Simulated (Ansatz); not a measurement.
CH₆AlBFNO, 12 atoms. Total charge 0; spin multiplicity 1. The bonds changed during the relaxation, so this is another structure than the one it started from. All runs use 4 threads of a server CPU on a shared host. Correlated methods freeze the cores.

(1) Give the basis size and wall time and peak host memory of each of these runs in Ansatz. RKS ωB97M-V/def2-QZVPP energy; direct RPA on PBE orbitals/def2-TZVPP energy; RKS PBE0-D4/def2-QZVPP energy; RKS PBE0-D4/def2-TZVP relaxation (14 steps); RKS revPBE-D4/def2-TZVPP energy; RKS ωB97M-V/def2-SVP energy; RKS PBE0-D4/def2-TZVP frequencies; RHF-MP2/def2-QZVPP energy; RKS PBE-D4/def2-TZVPP energy and forces; RHF-CCSD(T)/def2-TZVPP energy; RKS PBE-QIDH (frozen core)/def2-TZVPP energy; RHF-CCSD(T)/def2-SVP energy. (An estimate is asked.)

Answers

(1) Ansatz gave: Other jobs shared the machine, so times are rough.

```csv
level,job,functions,wall time,peak host memory (GiB)
RKS revPBE-D4/def2-TZVPP,energy,281,1.6 s,0.41
RKS PBE-D4/def2-TZVPP,energy and forces,281,2 s,0.42
RKS ωB97M-V/def2-SVP,energy,118,2.5 s,0.41
RHF-CCSD(T)/def2-SVP,energy,118,4 s,0.73
direct RPA on PBE orbitals/def2-TZVPP,energy,281,4.2 s,0.8
RKS PBE-QIDH (frozen core)/def2-TZVPP,energy,281,4.6 s,0.85
RKS PBE0-D4/def2-QZVPP,energy,535,7 s,2.1
RKS ωB97M-V/def2-QZVPP,energy,535,13 s,2.6
RHF-MP2/def2-QZVPP,energy,535,19 s,4
RKS PBE0-D4/def2-TZVP,relaxation (14 steps),228,37 s,0.72
RHF-CCSD(T)/def2-TZVPP,energy,281,69 s,9.2
RKS PBE0-D4/def2-TZVP,frequencies,228,2.1 min,0.73
```
